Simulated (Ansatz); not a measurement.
Species: C4H3O2 (charge 0, doublet). It need not be the lowest isomer of its formula. 
Geometry from a B3LYP-D3(BJ)/def2-TZVP (Ansatz, a first-principles code) optimisation:
SMILES: Oc1c[c]co1
```xyz
9

O      1.9485     0.0255     0.0743
C      0.6146     0.1319     0.0237
C     -0.1879     1.2301    -0.0048
C     -1.4932     0.6646    -0.0556
C     -1.4430    -0.6738    -0.0563
O     -0.0870    -1.0232    -0.0053
H      2.1906    -0.9097     0.0818
H      0.1170     2.2600     0.0088
H     -2.1422    -1.4860    -0.0845
```
Charge 0, spin multiplicity 2.

Basis-set convergence of Hartree-Fock and MP2 correlation energies (hartree) with Ansatz. Correlated levels leave the core frozen unless marked. UHF or UKS for open shells. No spin-orbit coupling. Non-relativistic.

The UHF reference is spin-contaminated (<S^2> 0.26 over the pure value in the largest basis). 

```tsv
basis	functions	E(HF)	E(corr, MP2)
cc-pVDZ	99	-302.85665	-0.83497
cc-pVTZ	222	-302.94255	-1.04202
cc-pVQZ	420	-302.96389	-1.11681
```

Extrapolating the two largest sets (X = 3 and 4) as X^-3: E(corr) = (64·(-1.11681) - 27·(-1.04202))/37 = -1.1714 Eh, an estimate of the basis-set limit. The largest set recovers 95.3 % of it, the smallest 71.3 %.
